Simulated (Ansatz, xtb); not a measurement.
CH6GaSi: which of two isomers lies lower

Structure X is `C[SiH2][GaH]`, a doublet and structure Y is `[CH3][Ga][SiH3]`, a doublet. Both are isolated molecules in the gas phase, relaxed with r2SCAN-D4/def2-SVP; the shapes shown needn't be the lowest conformers.

X (Å):

```xyz
9

C    -0.2402    0.2611    0.9939
Ga   -0.2011   -2.9720   -0.8326
Si    0.6184   -0.7192   -0.3788
H    -0.1611   -0.2597    1.9608
H    -1.3096    0.3999    0.7714
H     0.2196    1.2573    1.1024
H     0.5307    0.0412   -1.6699
H     2.0805   -0.8498   -0.0650
H    -1.4022   -3.6557   -0.0362
```

Y (Å):

```xyz
9

C    -1.2593    1.5046    1.9205
Ga    0.1051    0.8802    0.6163
Si    1.8710   -0.7035    1.2269
H    -1.8025    0.6275    2.3135
H    -1.9849    2.2140    1.4982
H    -0.7441    1.9828    2.7717
H     1.7783   -1.9001    0.3293
H     1.8752   -1.2003    2.6445
H     3.2008   -0.0616    0.9693
```

Task: Estimate which is lower in electronic energy at CCSD(T)/def2-SVP + ΔMP2/def2-TZVPP, and by roughly how much.

Result: Too close to call at this level: CCSD(T)/def2-SVP + ΔMP2/def2-TZVPP gives E(Y) − E(X) = −0.81 kJ/mol.

The same difference at several levels:

```csv
level,geometry,E(Y) − E(X) (kJ/mol),departure from the last row (kJ/mol),"job, with rough time for the two"
r2SCAN-D4/def2-SVP,r2SCAN-D4/def2-SVP,+1.97,+2.78,"optimisation, 3.5 min"
HF/def2-SVP,r2SCAN-D4/def2-SVP,+5.95,+6.76,part of the CCSD(T) run
MP2/def2-SVP,r2SCAN-D4/def2-SVP,−0.16,+0.65,part of the CCSD(T) run
CCSD(T)/def2-SVP,r2SCAN-D4/def2-SVP,+0.44,+1.25,single point
CCSD(T)/def2-SVP + ΔMP2/def2-TZVPP,r2SCAN-D4/def2-SVP,−0.81,,"single point, 33 s"
```

As drawn, Y has 1 C–Ga, 1 Si–H in place of 1 C–Si, 1 Ga–H.

The largest departure from CCSD(T)/def2-SVP + ΔMP2/def2-TZVPP is that of HF/def2-SVP, 6.76 kJ/mol. Levels run at GFN2-xTB geometries aren't shown. The last row adds to CCSD(T) the change of the MP2 difference between the two basis sets, here −1.25 kJ/mol.

With harmonic frequencies from r2SCAN-D4/def2-SVP (ideal gas, rigid rotor, one conformer each, 298.15 K, 1 atm): on the last row, ΔE + ΔZPE = −0.81 kJ/mol. A mode under 50 cm⁻¹ makes harmonic enthalpies and free energies unreliable, so none is given.

Open shells are spin-unrestricted. The correlated steps freeze 15 core orbitals; the filled d shell of Ga is correlated, in a basis made for valence electrons. Run with Ansatz 0.2.0; the last row on 2 threads of Intel(R) Xeon(R) 6975P-C (Granite Rapids) on a shared host.
